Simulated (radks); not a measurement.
Species: the zinc ion Zn2+. Configuration: [Ar] 3d10. Calculated with a radial shooting solver on a logarithmic mesh with Libxc functionals: Dirac Kohn-Sham, LDA (Slater exchange, Perdew-Wang correlation), spin-unpolarised, spherical densities, point nucleus.

Normalised radial functions P(r) = r R(r) (large component), r in bohr:

```
   r/bohr * 2p1/2 (the largest magnitude, 2.17, reaches the edge; | marks zero)
 0.003472 *
 0.004413 *
  0.00561 |*
 0.007132 |*
  0.00914 | *
  0.01162 |  *
  0.01477 |   *
  0.01878 |     *
  0.02387 |        *
  0.03059 |            *
  0.03889 |                 *
  0.04943 |                        *
  0.06284 |                                *
  0.08053 |                                         *
   0.1024 |                                                *
   0.1301 |                                                     *
   0.1654 |                                                      *
   0.2103 |                                                 *
   0.2695 |                                      *
   0.3426 |                         *
   0.4356 |             *
   0.5537 |     *
   0.7096 | *
    0.902 *
    1.147 *
    1.458 *
    1.853 *
    2.375 *
    3.019 *
```

2p1/2: eigenvalue -1039.7 eV, 0 radial nodes, <r> = 0.196 bohr, 90 % of the charge inside 0.321 bohr.
